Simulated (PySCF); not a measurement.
Gas-phase equilibrium of 1 mol HCl, 2.4 mol O₂ at 600 K and 0.133 bar, among 14 species (ClO, O₂, HCl, O, HO₂, H₂O, H, HOCl, H₂O₂, O₃, H₂, Cl, Cl₂, OH). Only gases are allowed; each row takes one source of thermochemistry for all species, and Cantera finds the minimum.

Method: PySCF energies plus ideal-gas RRHO corrections (1 bar). Table values come from the NASA 1993 polynomials. † marks an energy on the PBE0/def2-TZVP geometry and frequencies; other levels use their own. Open shells (unrestricted) among the columns below: O₂ (multiplicity 3); the rest are closed-shell singlets. The harmonic model lacks anharmonicity and excited electronic states, which grow with temperature; levels with a mode under 35 cm⁻¹ are left out. The table's entry may be an old estimate for HOCl (not checked at source).

Molecules larger than those listed are left out.

With table thermochemistry: O₂ 0.69, HCl 0.041, H₂O 0.14, Cl₂ 0.14, HOCl 5.4e-7.

Q: How far does the composition move with the other sources (PBE/def2-SVP, PBE0/def2-QZVP†, PBE0/def2-SVP†, r2SCAN/def2-TZVP†, ωB97M-V/def2-TZVP†)?

A: 
```json
[
 {"thermochemistry": "table", "x O₂": "0.69", "x HCl": "0.041", "x H₂O": "0.14", "x Cl₂": "0.14", "x HOCl": "5.4e-7"},
 {"thermochemistry": "PBE/def2-SVP", "x O₂": "0.71", "x HCl": "0.28", "x H₂O": "0.0059", "x Cl₂": "0.0059", "x HOCl": "2.3e-8"},
 {"thermochemistry": "PBE0/def2-QZVP†", "x O₂": "0.69", "x HCl": "0.11", "x H₂O": "0.10", "x Cl₂": "0.10", "x HOCl": "2.4e-7"},
 {"thermochemistry": "PBE0/def2-SVP†", "x O₂": "0.71", "x HCl": "0.29", "x H₂O": "0.0042", "x Cl₂": "0.0042", "x HOCl": "5.6e-9"},
 {"thermochemistry": "r2SCAN/def2-TZVP†", "x O₂": "0.70", "x HCl": "0.23", "x H₂O": "0.034", "x Cl₂": "0.034", "x HOCl": "7.3e-8"},
 {"thermochemistry": "ωB97M-V/def2-TZVP†", "x O₂": "0.69", "x HCl": "0.11", "x H₂O": "0.099", "x Cl₂": "0.099", "x HOCl": "7.4e-7"}
]
```
The most sensitive of these is HOCl: it spans a factor of 10^2.1 over these rows; at this temperature one factor of ten is RT ln 10 = 11 kJ/mol.
